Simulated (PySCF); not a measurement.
SMILES C=Cc1cccc(B(O)O)c1 (C8H9BO2) at its GFN2-xTB optimised geometry (Å):

```
20

C     -2.0361    -2.4922    -0.0166
C     -2.4951    -1.2467    -0.0025
C     -1.6993    -0.0241     0.0000
C     -2.3578     1.2071     0.0029
C     -1.6431     2.3892     0.0054
C     -0.2599     2.3642     0.0030
C      0.4364     1.1538     0.0000
B      2.0174     1.0845    -0.0049
O      2.8269     2.1786    -0.0744
O      2.6096    -0.1278     0.0603
C     -0.3059    -0.0241     0.0000
H     -2.7062    -3.3351    -0.0180
H     -0.9850    -2.7243    -0.0269
H     -3.5668    -1.0834     0.0070
H     -3.4389     1.2332     0.0033
H     -2.1661     3.3351     0.0082
H      0.2808     3.3024     0.0067
H      2.3889     3.0262    -0.1239
H      3.5668    -0.0874     0.0511
H      0.2375    -0.9550     0.0006
```

Level of theory: PBE/def2-SVP (PySCF 2.14.0).

Map of the electrostatic potential (hartree/e), clipped to [-0.08, 0.12] on the plane z = 1.0 Å:

```
|-------------------------|
|-------------------------|
|--------------=====------|
|-------------======------|
|-------==---===+++=------|
|-------===--=+=+++=-:::::|
|-------=++=++==++=-:.::::|
|-------=%@*%%+====: ..:::|
|------=+*#+##+=++=: ..::-|
|----==+%*===*#*%@%-::::--|
|----==+@#=-=*@*@@@+------|
|------=+**=+++=*%*+++==--|
|------=+%@*%%=-:-++**+==-|
|-----==*#*+**-:. :-+++==-|
|----==*@*=--=-:.  .-===--|
|------+#+-----:.  .:-----|
|-------=+=----::..::-----|
|-----:-+%+----::::::-----|
|-------=*=----::::::-----|
|--------------:::::::----|
|--------------:::::::----|
|-------------::::::::----|
|------------:::::::::----|
|------------:::::::::----|
|------------::::::::-----|
```
Scale: ten equal steps from -0.053 (start of ' ') to 0.120 (end of '@'), in the order ' .:-=+*#%@'; x runs from -6.00 to 6.00, y from -6.00 (bottom) to 6.00 (top).
